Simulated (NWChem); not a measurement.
C$_{3}$H$_{4}$BClO; SMILES C#CB(Cl)OC

```xyz
10

B     -0.1217    -0.1763     0.0000
C     -0.3172    -1.6929     0.0000
C     -0.4486    -2.9019     0.0000
H     -0.5675    -3.9709     0.0000
Cl     1.5350     0.4686     0.0000
O     -1.1893     0.6279     0.0000
C     -1.1948     2.0348     0.0000
H     -1.7332     2.3862    -0.8926
H     -1.7332     2.3862     0.8926
H     -0.1761     2.4498     0.0000
```
Atoms are numbered in this order, from 1.

All runs: NWChem. Structure relaxed at the PBE0/def2-SVP level.

Question: Taking PBE0/pcseg-2 as the yardstick, which of these has the fewest basis functions while keeping “dipole (D)” within 0.05 D of it: PBE0/pcseg-1; PBE0/STO-3G; PBE0/def2-SVP; PBE0/aug-pcseg-1?

Answer: PBE0/def2-SVP.
```csv
level,basis functions,dipole (D),relative time (rough)
PBE0/STO-3G,38,2.23,1
PBE0/pcseg-1,108,1.44,4
PBE0/def2-SVP,108,1.22,3
PBE0/aug-pcseg-1,178,1.23,8
PBE0/pcseg-2,240,1.22,10
```

The yardstick is one finite set, not the basis-set limit.
